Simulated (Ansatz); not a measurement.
`[BH2][Zn][F]` + `[CH3][Sn]([F])([F])[SiH3]` → `[BH2][Zn][SiH3]` + `[CH3][Sn]([F])([F])[F]`  (redistribution)

Isolated molecules relaxed with PBE0-D4/def2-TZVP in Ansatz; ΔE leaves out vibrations. CCSD(T)/CBS is the MP2 limit (def2-TZVPP, def2-QZVPP) plus CCSD(T) − MP2 in def2-TZVPP, frozen cores. Functionals use def2-TZVPP. B3LYP here is the variant with VWN-RPA as its local correlation; programs differ in this. def2 core potentials past Kr. For Sn, Zn outer-core shells are correlated without core-valence functions, which leaves a few kJ/mol of doubt a bond. Scalar relativity is left out up to krypton.

`[BH2][Zn][F]`:

Cartesian coordinates in Å:
```
B -0.364 0.777 0.318
Zn 0.444 -0.949 -0.389
F 1.144 -2.444 -1.001
H -0.160 1.152 1.435
H -1.065 1.464 -0.364
```

`[CH3][Sn]([F])([F])[SiH3]`:

Cartesian coordinates in Å:
```
C -0.169 -1.962 -0.735
Sn -0.602 -0.094 0.165
F -2.177 0.544 -0.741
F -1.283 -0.528 1.913
Si 0.926 1.944 0.473
H -1.071 -2.571 -0.676
H 0.643 -2.454 -0.201
H 0.109 -1.818 -1.779
H 1.370 2.405 -0.866
H 0.153 3.001 1.165
H 2.101 1.532 1.282
```

`[BH2][Zn][SiH3]`:

Cartesian coordinates in Å:
```
B -2.270 -0.874 0.789
Zn -0.414 -0.160 0.142
Si 1.713 0.659 -0.596
H -2.556 -2.039 0.773
H -3.131 -0.150 1.205
H 2.363 1.545 0.416
H 2.684 -0.441 -0.877
H 1.611 1.461 -1.852
```

`[CH3][Sn]([F])([F])[F]`:

Z-matrix (Å, degrees):
```
C
Sn 1 2.102
H 1 1.088 2 108.4
H 1 1.088 2 108.5 3 120.0
H 1 1.089 2 108.5 3 -120.0
F 2 1.898 1 114.2 3 179.3
F 2 1.898 1 114.3 3 -60.7
F 2 1.898 1 114.2 3 59.4
```

Question: Is it downhill or uphill in electronic energy at CCSD(T)/CBS, and by how much? (Estimate.)

Answer: Computed: Uphill: ΔE = +13.4 kcal/mol.

Question: What do these levels give: r2SCAN-D4, ωB97X-V, PBE, PBE0, B3LYP, HF/def2-TZVPP, SCS-MP2/def2-TZVPP, CCSD/def2-TZVPP, MP2/def2-QZVPP, SCS-MP2/def2-QZVPP, HF/CBS(def2), CCSD/CBS(def2)? (Estimate.)

Answer: Ansatz gave: r2SCAN-D4 13.4, ωB97X-V 12.9, PBE 13.0, PBE0 12.5, B3LYP 13.6, HF/def2-TZVPP 11.6, SCS-MP2/def2-TZVPP 13.8, CCSD/def2-TZVPP 13.0, MP2/def2-QZVPP 14.9, SCS-MP2/def2-QZVPP 14.2, HF/CBS(def2) 12.1, CCSD/CBS(def2) 13.7 kcal/mol.

Largest T1 diagnostic among the species: 0.016.

In def2-TZVPP, CCSD(T) changes the Hartree–Fock value by +1.1 kcal/mol (the triples alone add −0.3 kcal/mol) and MP2 by +2.7 kcal/mol.
